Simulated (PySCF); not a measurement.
CH4ClFOSi2, SMILES Cl[SiH2]C([SiH2]F)=O.

Coordinates come from a PBE0-D3(BJ)/def2-SVP optimisation. This is a generated structure with no PubChem entry under its InChIKey; it may be hypothetical. The values are those of a single conformer.

Method: PBE/def2-TZVP run with PySCF.

Isolated molecule, no solvent.

```
Quantity                                                                                                       Result
---------------------------------------------------------------------------------------------  ----------------------
total energy                                                                                      -1254.25620 hartree
highest occupied level                                                                                       -5.59 eV
lowest empty level                                                                                           -3.57 eV
orbital gap                                                                                                   2.02 eV
dipole moment                                                                                                  0.46 D
quadrupole, principal values (traceless, Buckingham form, about the centre of nuclear charge)   -9.81, 1.62, 8.19 D·Å
mean static polarisability                                                                      80.9 bohr³ (11.99 Å³)
polarisability, principal values                                                               64.9, 81.5, 96.3 bohr³
```
